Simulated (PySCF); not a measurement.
## BI and its ions

PBE; B x2c-SVPall, I x2c-SVPall; spin-free X2C with a Gaussian nucleus (PySCF 2.14). Neutral (UKS): singlet (closed shell), Re = 2.144 Å, ωe = 578 cm⁻¹, De = 4.08 eV, HOMO -6.00 eV, LUMO -3.19 eV.

BI⁺ (UKS): doublet (σ ↑), Re = 1.973 Å, ωe = 791 cm⁻¹, De = 3.84 eV to B⁺ + I. The energies at the minima are -7139.08780 hartree for BI and -7138.75794 for BI⁺.

Task: Work out the adiabatic ionisation energy, without and with harmonic zero-point energies (1 hartree = 27.2114 eV, 1 eV = 8065.5 cm⁻¹), and the change of the bond length.

Result: At PBE: 0.32986 hartree = 8.976 eV between the minima; the zero-point term (791.0 − 578.0)/2 cm⁻¹ = +0.013 eV makes it 8.989 eV. Re changes by -17.1 pm against the neutral. Minus the HOMO energy is 6.00 eV, -2.98 eV from the value between the minima; self-interaction puts the Kohn–Sham level too high, less so with exact exchange. The electron leaves a σ orbital, and the shorter bond of the ion fits an antibonding orbital, or a change in how ionic the bond is.

Spin–orbit coupling is left out, which matters for elements this heavy, above all for dissociation energies. For an ion De counts to the pair picked by the measured ionisation energies or electron affinities, which need not be the lowest pair at this level. States were picked by a PBE0 search and need not be the measured ground states.
